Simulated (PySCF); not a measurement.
[Er(H2CO)]3+ at several levels of theory

Computed with PySCF 2.14.0 (density fitting, no spin-orbit coupling) at the geometry relaxed with PBE0:

```xyz
5
[Er(H2CO)]3+ (singlet in the valence; each metal's 4f electrons, 11 of them, lie in its core potential, out of spins and levels)
Er    0.0000    0.0000   -0.1720
O     0.0000    0.0000    1.8661
C     0.0000    0.0000    3.1367
H     0.9731    0.0000    3.6789
H    -0.9731    0.0000    3.6789
```

```csv
level,basis,state,HOMO (eV),gap (eV),charge on Er1 (e),population of f-type functions on Er1 (polarisation alone where 4f lies in the core),dipole about the centre of mass (D),largest force component (eV/Å)
PBE0,"Er lcecp-1-SVP with ECP57, O def2-SVP, C def2-SVP, H def2-SVP",singlet,-25.51,5.88,2.43,0.03,5.22,0.00
CAM-B3LYP,the same,singlet,-26.88,8.19,2.43,0.03,5.08,0.15
PBE0,"Er lcecp-1-TZVP with ECP57, O def2-TZVP, C def2-TZVP, H def2-TZVP",singlet,-25.46,5.91,2.52,0.03,5.28,0.41
```

In the lcecp rows the 4f levels are missing from HOMO and gap, and the state counts the valence alone.

Charges are Mulliken's, which hang on the basis. The relaxation used the grid (50, 194), these runs (75, 302) or, all-electron (x2c bases, spin-free X2C Hamiltonian), (99, 590).

**Question.** What does PBE with Er lcecp-1-SVP with ECP57, O def2-SVP, C def2-SVP, H def2-SVP give here?

**Answer.** state singlet, HOMO (eV) -24.19, gap (eV) 3.38, charge on Er1 (e) 2.35, population of f-type functions on Er1 (polarisation alone where 4f lies in the core) 0.03, dipole about the centre of mass (D) 5.66, largest force component (eV/Å) 0.35. Time: 2.4 s on 2 threads of Arm Neoverse V1, with other jobs on the host, from an already converged density.

In the first row's basis the gap widens with exact exchange: 3.4 eV for PBE (none); 5.9 eV for PBE0 (a fixed share); 8.2 eV for CAM-B3LYP (rising or full at long range).

An lcecp potential fixes the number of 4f electrons, so in runs with it no electron can move into or out of that shell.
